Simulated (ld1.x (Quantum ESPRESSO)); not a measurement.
# Ti: excitation energies, all-electron against TM

```json
{"Element": "titanium (Ti)", "Generator": "ld1.x (Quantum ESPRESSO) 7.5", "Type": "norm-conserving Troullier–Martins (Kleinman–Bylander form)", "Functional": "LDA (PZ)", "Relativity": "scalar-relativistic", "Frozen core": "[Ne]", "Valence charge": "12", "Reference configuration": "3s2 3p6 3d2 4s2 4p0", "Partial waves": "3s (bound): rc 1.20 bohr; 3p (bound): rc 1.15 bohr; 3d (bound): rc 1.55 bohr", "Local potential": "all-electron potential smoothed inside 1.05 bohr (lloc = -1)", "Core correction": "none"}
```

Occupied shells without a wave of their own: 4s. They enter only through the test configuration that unscreens the potential.

Energies are relative to the spin-unpolarised reference configuration 3s2 3p6 3d2 4s2 4p0; without spin polarisation the order of configurations can differ from experiment. Spin-polarised rows fill each open shell by Hund’s rule, majority spin first.

```tsv
valence configuration	charge	ΔE all-electron (eV)	error AE − PS (meV)
3s2 3p6 3d2 4s1 4p0	+1	7.536	-163
3s2 3p6 3d2 4s0 4p0	+2	21.336	-432
3s2 3p6 3d1 4s0 4p0	+3	48.525	-676
3s2 3p6 3d0 4s0 4p0	+4	92.061	-793
3s2 3p6 3d2 4s0 4p1	+1	11.384	-332
3s2 3p6 3d2.5 4s1.5 4p0	0	0.324	-48
3s1 3p6 3d2 4s2 4p0	+1	69.307	+16
3s2 3p6 3d2 4s2 4p0 (spin-polarised)	0	-0.670	+59
```

(1) What are ΔE and the potential's error for 3s2 3p6 3d2 4s1 4p0 (spin-polarised)?

Levels in the configuration 3s2 3p6 3d2 4s1 4p0 (spin-polarised):

| level | all-electron (eV) | pseudo (eV) |
| --- | --- | --- |
| 3s up | -70.259 | -70.456 |
| 3p up | -46.782 | -46.970 |
| 3d up | -12.281 | -12.418 |
| 4s up | -11.120 | -11.333 |
| 3s down | -68.522 | -68.455 |
| 3p down | -45.044 | -44.983 |

Answers

(1) ΔE = 6.292 eV all-electron; the error (AE − PS) is -82 meV.

The 4s level has no wave, so the channel is fitted at the deeper level alone: the likely source of the large errors.
